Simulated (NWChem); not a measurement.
Everything below was run with NWChem. System: F$_{3}$S (+1), charge 1, spin multiplicity 1, at a geometry optimised with PBE0/def2-SVP. The structure started from a generated list of species. Level: TD-PBE/def2-SVP.

The NWChem input:

```
start mol
memory heap 200 mb stack 900 mb global 1100 mb
charge 1
geometry units angstroms nocenter noautoz
  F      0.217484     0.692888     1.167690
  S     -0.454276    -0.034951     0.000000
  F      0.217484     0.692888    -1.167690
  F      0.372633    -1.323642     0.000000
  symmetry group Cs
end
basis spherical
  * library def2-svp
end
dft
  xc xpbe96 cpbe96
  semidirect memsize 60000000 filesize 0
  iterations 100
end
tddft
  rpa
  nroots 5
  notriplet
  thresh 1e-4
end
task tddft energy
```

NWChem printed:

```
             Northwest Computational Chemistry Package (NWChem) 7.3.0
             --------------------------------------------------------

                                NWChem Input Module
                                -------------------

 Scaling coordinates for geometry "geometry" by  1.889725989
 (inverse scale =  0.529177249)

 Turning off AUTOSYM since
 SYMMETRY directive was detected!

                             Geometry "geometry" -> ""
                             -------------------------

 Output coordinates in angstroms (scale by  1.889725989 to convert to a.u.)

  No.       Tag          Charge          X              Y              Z
 ---- ---------------- ---------- -------------- -------------- --------------
    1 F                    9.0000     0.21748400     0.69288800     1.16769000
    2 S                   16.0000    -0.45427600    -0.03495100     0.00000000
    3 F                    9.0000     0.21748400     0.69288800    -1.16769000
    4 F                    9.0000     0.37263300    -1.32364200     0.00000000

 Effective nuclear repulsion energy (a.u.)     204.3615812528

            Nuclear Dipole moment (a.u.)
            ----------------------------
        X                 Y               Z
 ---------------- ---------------- ----------------
    -0.0000132281    -0.0000188973     0.0000000000

      Symmetry information
      --------------------

 Group name             Cs
 Group number              2
 Group order               2
 No. of unique centers     3

      Symmetry unique atoms

     1    2    4


 Summary of "ao basis" -> "" (spherical)
 ------------------------------------------------------------------------------
       Tag                 Description            Shells   Functions and Types
 ---------------- ------------------------------  ------  ---------------------
 *                          def2-svp                  on all atoms

  pbe96 is a nonlocal functional; adding pw91lda local functional.

                                 NWChem DFT Module
                                 -----------------

 Summary of "ao basis" -> "ao basis" (spherical)
 ------------------------------------------------------------------------------
       Tag                 Description            Shells   Functions and Types
 ---------------- ------------------------------  ------  ---------------------
 F                          def2-svp                 6       14   3s2p1d
 S                          def2-svp                 8       18   4s3p1d

 Summary of "ao basis" -> "ao basis" (spherical)
 ------------------------------------------------------------------------------
       Tag                 Description            Shells   Functions and Types
 ---------------- ------------------------------  ------  ---------------------
 F                          def2-svp                 6       14   3s2p1d
 S                          def2-svp                 8       18   4s3p1d

      Symmetry analysis of basis
      --------------------------

        a'         37
        a"         23

            General Information
            -------------------
          SCF calculation type: DFT
          Wavefunction type:  closed shell.
          No. of atoms     :     4
          No. of electrons :    42
           Alpha electrons :    21
            Beta electrons :    21
          Charge           :     1
          Spin multiplicity:     1
          Use of symmetry is: off; symmetry adaption is: on
          Maximum number of iterations: 100
[...]
          sigma_e =   1.3035 Angstrom
          sigma_h =   1.4880 Angstrom
         |d_h->e| =   0.4641 Angstrom
            d_exc =   2.0199 Angstrom
            d_CD1 =   0.6487 Angstrom
            d_CD2 =  -0.9316 Angstrom
            d_CD3 =   2.4840 Angstrom
     Pearson C.C. =   0.0125

     Occ.   12  a'  ---  Virt.   22  a'   0.05445 X
     Occ.   15  a'  ---  Virt.   22  a'  -0.09854 X
     Occ.   16  a"  ---  Virt.   23  a"  -0.06719 X
     Occ.   17  a'  ---  Virt.   22  a'   0.06719 X
     Occ.   19  a'  ---  Virt.   24  a'  -0.05333 X
     Occ.   20  a"  ---  Virt.   23  a"  -0.43413 X
     Occ.   21  a'  ---  Virt.   22  a'  -0.88497 X
     Occ.   21  a'  ---  Virt.   22  a'   0.05310 Y
  ----------------------------------------------------------------------------
  Root   2 singlet a"             0.299258984 a.u.                8.1433 eV
  ----------------------------------------------------------------------------
     Transition Moments    X -0.00000   Y  0.00001   Z -0.38520
     Transition Moments   XX  0.00000  XY -0.00001  XZ  0.61833
     Transition Moments   YY -0.00001  YZ -0.23580  ZZ  0.00000
     Dipole Oscillator Strength                    0.0296017960
     Electric Quadrupole                           0.0000000625
     Magnetic Dipole                               0.0000024945
     Total Oscillator Strength                     0.0296043531

          sigma_e =   1.3035 Angstrom
          sigma_h =   1.4880 Angstrom
         |d_h->e| =   0.4641 Angstrom
            d_exc =   2.0199 Angstrom
            d_CD1 =   0.6487 Angstrom
            d_CD2 =  -0.9316 Angstrom
            d_CD3 =   2.4840 Angstrom
     Pearson C.C. =   0.0125

     Occ.   12  a'  ---  Virt.   23  a"  -0.05445 X
     Occ.   15  a'  ---  Virt.   23  a"   0.09854 X
     Occ.   16  a"  ---  Virt.   22  a'   0.06719 X
     Occ.   17  a'  ---  Virt.   23  a"   0.06719 X
     Occ.   18  a"  ---  Virt.   24  a'  -0.05333 X
     Occ.   20  a"  ---  Virt.   22  a'  -0.43415 X
     Occ.   21  a'  ---  Virt.   23  a"   0.88496 X
     Occ.   21  a'  ---  Virt.   23  a"  -0.05310 Y
  ----------------------------------------------------------------------------
  Root   3 singlet a"             0.323712159 a.u.                8.8087 eV
  ----------------------------------------------------------------------------
     Transition Moments    X  0.00000   Y -0.00002   Z  0.40950
     Transition Moments   XX -0.00000  XY  0.00000  XZ -0.08897
     Transition Moments   YY  0.00001  YZ  0.24036  ZZ -0.00001
     Dipole Oscillator Strength                    0.0361892335
     Electric Quadrupole                           0.0000000119
     Magnetic Dipole                               0.0000017953
     Total Oscillator Strength                     0.0361910407

          sigma_e =   1.2938 Angstrom
          sigma_h =   1.4587 Angstrom
         |d_h->e| =   0.7500 Angstrom
            d_exc =   2.1137 Angstrom
            d_CD1 =   0.9149 Angstrom
            d_CD2 =  -0.6262 Angstrom
            d_CD3 =   2.8638 Angstrom
     Pearson C.C. =  -0.0275

     Occ.   15  a'  ---  Virt.   23  a"  -0.05942 X
     Occ.   16  a"  ---  Virt.   22  a'  -0.21087 X
     Occ.   16  a"  ---  Virt.   24  a'  -0.05433 X
     Occ.   17  a'  ---  Virt.   23  a"  -0.21087 X
     Occ.   18  a"  ---  Virt.   22  a'  -0.12858 X
     Occ.   18  a"  ---  Virt.   24  a'   0.16716 X
     Occ.   19  a'  ---  Virt.   23  a"   0.12900 X
     Occ.   20  a"  ---  Virt.   22  a'  -0.84689 X
     Occ.   21  a'  ---  Virt.   23  a"  -0.35143 X
  ----------------------------------------------------------------------------
  Root   4 singlet a'             0.323712344 a.u.                8.8087 eV
  ----------------------------------------------------------------------------
     Transition Moments    X -0.03141   Y  0.40827   Z  0.00002
     Transition Moments   XX  0.00929  XY -0.05057  XZ -0.00000
     Transition Moments   YY -0.25578  YZ  0.00001  ZZ  0.24650
     Dipole Oscillator Strength                    0.0361852905
     Electric Quadrupole                           0.0000000119
     Magnetic Dipole                               0.0000017953
     Total Oscillator Strength                     0.0361870976

          sigma_e =   1.2938 Angstrom
          sigma_h =   1.4588 Angstrom
         |d_h->e| =   0.7499 Angstrom
            d_exc =   2.1137 Angstrom
            d_CD1 =   0.9148 Angstrom
            d_CD2 =  -0.6264 Angstrom
            d_CD3 =   2.8636 Angstrom
     Pearson C.C. =  -0.0275

     Occ.   15  a'  ---  Virt.   22  a'  -0.05941 X
     Occ.   16  a"  ---  Virt.   23  a"  -0.21086 X
     Occ.   17  a'  ---  Virt.   22  a'   0.21087 X
     Occ.   17  a'  ---  Virt.   24  a'  -0.05433 X
     Occ.   18  a"  ---  Virt.   23  a"  -0.12887 X
     Occ.   19  a'  ---  Virt.   22  a'  -0.12888 X
     Occ.   19  a'  ---  Virt.   24  a'  -0.16716 X
     Occ.   20  a"  ---  Virt.   23  a"   0.84688 X
     Occ.   21  a'  ---  Virt.   22  a'  -0.35140 X
  ----------------------------------------------------------------------------
  Root   5 singlet a"             0.324530159 a.u.                8.8309 eV
  ----------------------------------------------------------------------------
     Transition Moments    X -0.00000   Y -0.00000   Z  0.00012
     Transition Moments   XX  0.00000  XY -0.00000  XZ -0.00002
     Transition Moments   YY  0.00000  YZ  0.00008  ZZ -0.00000
     Dipole Oscillator Strength                    0.0000000032
     Electric Quadrupole                           0.0000000000
     Magnetic Dipole                               0.0000001746
     Total Oscillator Strength                     0.0000001778

          sigma_e =   1.2927 Angstrom
          sigma_h =   1.5058 Angstrom
         |d_h->e| =   0.6686 Angstrom
            d_exc =   2.0674 Angstrom
            d_CD1 =   0.8816 Angstrom
            d_CD2 =  -0.7306 Angstrom
            d_CD3 =   2.7360 Angstrom
     Pearson C.C. =   0.0285

     Occ.   18  a"  ---  Virt.   22  a'  -0.70598 X
     Occ.   19  a'  ---  Virt.   23  a"  -0.70585 X
     Occ.   20  a"  ---  Virt.   24  a'   0.05548 X

              Target root =      1
          Target symmetry = none
      Ground state energy =   -696.501873588231
        Excitation energy =      0.299258623608
     Excited state energy =   -696.202614964623

  stored tddft:energy   -696.20261496462319

 Task  times  cpu:        7.7s     wall:        7.7s

 Total times  cpu:        7.8s     wall:        7.8s
```
